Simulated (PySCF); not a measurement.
## Basis-set dependence of population analyses: `N#C/C=N/[SiH2]O`

Species: C2H4N2OSi.
Numbering: `[N:1]#[C:2]/[CH:3]=[N:4]/[SiH2:5][OH:6]` (hydrogens: H7 on C3; H8, H9 on Si5; H10 on O6)

PBE0 throughout (PySCF), one geometry, spherical d and f functions. Geometry: PBE0-D3(BJ)/def2-SVP, one conformer, isolated molecule. The first 7 of 9 kinds of atom are listed.

Mulliken charges (e):

```
        basis  functions      N1      C2      C3      N4     Si5      O6      H7
       STO-3G         38  -0.177  +0.074  +0.021  -0.372  +0.820  -0.432  +0.087
        6-31G         66  -0.269  +0.143  +0.061  -0.533  +1.004  -0.790  +0.207
     pcSseg-0         66  -0.327  +0.082  +0.204  -0.757  +1.165  -0.830  +0.257
       6-31G*         96  -0.338  +0.252  +0.009  -0.417  +0.746  -0.723  +0.204
      cc-pVDZ        108  -0.113  -0.005  +0.120  -0.282  +0.537  -0.343  +0.068
     def2-SVP        108  -0.015  -0.036  +0.007  -0.309  +0.674  -0.400  +0.080
  aug-cc-pVDZ        178  -0.207  -0.230  +1.150  -0.753  +0.471  -0.643  -0.334
6-311+G(2d,p)        194  -0.263  +0.046  +0.013  -0.419  +0.982  -0.643  +0.142
    def2-TZVP        216  +0.005  -0.158  +0.049  -0.241  +0.477  -0.521  +0.131
      cc-pVTZ        240  -0.040  -0.026  +0.018  -0.231  +0.420  -0.348  +0.107
     IGLO-III        259  -0.269  +0.111  +0.176  -0.530  +1.127  -0.625  +0.087
```

IAO charges (e):

```tsv
basis	functions	N1	C2	C3	N4	Si5	O6	H7
STO-3G	38	-0.143	+0.068	-0.054	-0.384	+0.964	-0.577	+0.118
6-31G	66	-0.184	+0.124	+0.011	-0.467	+0.950	-0.734	+0.143
pcSseg-0	66	-0.185	+0.123	+0.015	-0.472	+0.971	-0.717	+0.137
6-31G*	96	-0.192	+0.126	+0.032	-0.501	+1.090	-0.764	+0.136
cc-pVDZ	108	-0.185	+0.119	+0.029	-0.490	+1.078	-0.762	+0.135
def2-SVP	108	-0.184	+0.120	+0.031	-0.492	+1.093	-0.759	+0.131
aug-cc-pVDZ	178	-0.196	+0.129	+0.030	-0.500	+1.088	-0.785	+0.140
6-311+G(2d,p)	194	-0.197	+0.131	+0.030	-0.510	+1.123	-0.793	+0.141
def2-TZVP	216	-0.197	+0.129	+0.032	-0.511	+1.135	-0.794	+0.140
cc-pVTZ	240	-0.195	+0.128	+0.030	-0.507	+1.120	-0.789	+0.139
IGLO-III	259	-0.198	+0.130	+0.030	-0.510	+1.131	-0.796	+0.141
```

Hirshfeld charges (e):

| basis | functions | N1 | C2 | C3 | N4 | Si5 | O6 | H7 |
| --- | --- | --- | --- | --- | --- | --- | --- | --- |
| STO-3G | 38 | -0.156 | +0.039 | +0.077 | -0.236 | +0.527 | -0.258 | +0.025 |
| 6-31G | 66 | -0.172 | +0.076 | +0.093 | -0.237 | +0.441 | -0.322 | +0.063 |
| pcSseg-0 | 66 | -0.171 | +0.071 | +0.085 | -0.221 | +0.464 | -0.319 | +0.054 |
| 6-31G* | 96 | -0.183 | +0.082 | +0.096 | -0.221 | +0.410 | -0.296 | +0.065 |
| cc-pVDZ | 108 | -0.174 | +0.073 | +0.085 | -0.204 | +0.420 | -0.288 | +0.059 |
| def2-SVP | 108 | -0.179 | +0.080 | +0.085 | -0.209 | +0.427 | -0.293 | +0.059 |
| aug-cc-pVDZ | 178 | -0.183 | +0.081 | +0.080 | -0.221 | +0.442 | -0.304 | +0.069 |
| 6-311+G(2d,p) | 194 | -0.185 | +0.081 | +0.081 | -0.223 | +0.443 | -0.304 | +0.069 |
| def2-TZVP | 216 | -0.185 | +0.082 | +0.083 | -0.218 | +0.432 | -0.301 | +0.068 |
| cc-pVTZ | 240 | -0.183 | +0.081 | +0.083 | -0.214 | +0.430 | -0.298 | +0.066 |
| IGLO-III | 259 | -0.185 | +0.081 | +0.079 | -0.216 | +0.431 | -0.299 | +0.068 |

ESP-fitted charges (e):

```csv
basis,functions,N1,C2,C3,N4,Si5,O6,H7
STO-3G,38,-0.333,+0.216,+0.231,-0.476,+0.821,-0.544,+0.016
6-31G,66,-0.390,+0.288,+0.372,-0.648,+0.938,-0.835,+0.025
pcSseg-0,66,-0.420,+0.330,+0.336,-0.674,+1.078,-0.818,+0.036
6-31G*,96,-0.355,+0.233,+0.317,-0.513,+0.676,-0.649,+0.042
cc-pVDZ,108,-0.339,+0.212,+0.306,-0.476,+0.635,-0.596,+0.038
def2-SVP,108,-0.354,+0.229,+0.333,-0.521,+0.724,-0.629,+0.030
aug-cc-pVDZ,178,-0.366,+0.230,+0.344,-0.508,+0.647,-0.606,+0.035
"6-311+G(2d,p)",194,-0.365,+0.229,+0.334,-0.510,+0.667,-0.638,+0.043
def2-TZVP,216,-0.364,+0.232,+0.330,-0.503,+0.662,-0.623,+0.039
cc-pVTZ,240,-0.359,+0.228,+0.323,-0.495,+0.652,-0.598,+0.039
IGLO-III,259,-0.365,+0.227,+0.343,-0.505,+0.641,-0.606,+0.037
```

Which scheme is steadiest as the basis changes?

Largest range over the bases for any column: Hirshfeld 0.12 e, IAO 0.22 e, ESP-fitted 0.44 e, Mulliken 1.14 e. Hirshfeld charges move least and Mulliken charges most, counted in e. Without the minimal STO-3G basis the ranges are Hirshfeld 0.05, IAO 0.18, ESP-fitted 0.44, Mulliken 1.14 e.

How much do the charges still move between the two largest bases, cc-pVTZ and IGLO-III?

At most, over all atoms: Mulliken 0.707 e, IAO 0.011 e, Hirshfeld 0.004 e, ESP-fitted 0.019 e.

What do the same runs give for the total energy, the frontier levels and the dipole moment?

```tsv
basis	energy (Eh)	HOMO (eV)	LUMO (eV)	μ (D)
STO-3G	-545.6069	-4.86	0.95	3.57
6-31G	-552.2536	-8.00	-2.40	2.90
pcSseg-0	-551.4442	-8.14	-2.60	3.10
6-31G*	-552.3938	-8.06	-2.33	2.81
cc-pVDZ	-552.4310	-8.05	-2.36	2.76
def2-SVP	-552.1312	-8.13	-2.46	2.81
aug-cc-pVDZ	-552.4551	-8.28	-2.64	2.99
6-311+G(2d,p)	-552.5179	-8.35	-2.69	2.95
def2-TZVP	-552.5448	-8.28	-2.63	2.91
cc-pVTZ	-552.5344	-8.23	-2.57	2.90
IGLO-III	-552.5487	-8.32	-2.66	2.98
```

The dipole is fixed by the density alone, so its range of 0.81 D shows that the density itself changes with the basis, not only its division among atoms.
